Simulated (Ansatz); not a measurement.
Reactions of `C[N](C)[In]([Cl])[Cl]`.

Calculated with Ansatz (gas phase, PBE0-D4/def2-TZVP geometries, no zero-point term in ΔE). CCSD(T)/CBS adds triple-zeta CCSD(T) − MP2 to the extrapolated MP2 energy (def2 sets, frozen cores). This one scheme is used for every species, atoms too. Functionals use def2-TZVPP. No spin–orbit coupling; open shells (•) take unrestricted orbitals. Spin–orbit coupling would lower the free atoms: a little for Cl. Elements past krypton have def2 core potentials. For In outer-core shells are correlated without core-valence functions, so the limit isn't a true one: a few kJ/mol of doubt a bond, and 10 to 20 or more in all where bonds break to atoms. Each species was taken in one conformer, which may not be the lowest.

```csv
reaction,B97M-V (kJ/mol),PBE0-D4 (kJ/mol),CCSD(T)/CBS(def2) (kJ/mol)
`C[N](C)[In]([Cl])[Cl]` + `C=C=N` → `C=C=NC` + `C[NH][In]([Cl])[Cl]`,-2,-5,-2
`C[N](C)[In]([Cl])[Cl]` + `CN[SiH]([SiH3])Cl` → `CN(C)[SiH]([SiH3])Cl` + `C[NH][In]([Cl])[Cl]`,1,-1,1
`C[N](C)[In]([Cl])[Cl]` + Cl• → `[CH2][N](C)[In]([Cl])[Cl]`• + HCl,-149,-141,-138
`C[N](C)[In]([Cl])[Cl]` + H–F → `[F][In]([Cl])[Cl]` + dimethylamine,-51,-34,-23
```

Largest T1 diagnostic: 0.015, for `[CH2][N](C)[In]([Cl])[Cl]`•.
